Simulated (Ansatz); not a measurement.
The same atomization along the group B, Al, Ga, In.

Isolated molecules relaxed with PBE0-D4/def2-TZVP in Ansatz; ΔE leaves out vibrations. CCSD(T)/CBS is the MP2 limit (def2-TZVPP, def2-QZVPP) plus CCSD(T) − MP2 in def2-TZVPP, frozen cores. Small cases extrapolate CCSD(T) itself. Functionals use def2-TZVPP. No spin–orbit coupling; open shells (•) take unrestricted orbitals. Spin–orbit coupling would lower the free atoms: a little for Al, B, C, O; clearly for Ga; strongly for In. Elements past krypton have def2 core potentials. For Ga, In outer-core shells are correlated without core-valence functions, so the limit isn't a true one: a few kJ/mol of doubt a bond, and 10 to 20 or more in all where bonds break to atoms. Scalar relativity is left out up to krypton. Each species was taken in one conformer, which may not be the lowest.

```
                                      reaction  LDA (SPW92) (kcal/mol)  ωB97X-V (kcal/mol)
              `CB(O)O` → B• + C• + 5 H• + 2 O•                  1018.5               888.3
`[CH3][Al]([OH])[OH]` → Al• + C• + 5 H• + 2 O•                   931.5               821.1
`[CH3][Ga]([OH])[OH]` → Ga• + C• + 5 H• + 2 O•                   884.7               770.0
`[CH3][In]([OH])[OH]` → In• + C• + 5 H• + 2 O•                   841.8               730.0
```

**Question.** Give the CCSD(T)/CBS values in the same order. (An estimate is asked.)

**Answer.** Ansatz gave: 888.9, 826.7, 776.1, 736.7 kcal/mol.

Largest T1 diagnostic: 0.018, for Al•.

Extrapolated directly: `CB(O)O` → B• + C• + 5 H• + 2 O•.

For atomizations the MP2-based limit and the directly extrapolated one differ by several kJ/mol either way, and by 10 to 25 for some Ge, Se and Sn compounds, so smaller differences from it don't rank the levels.
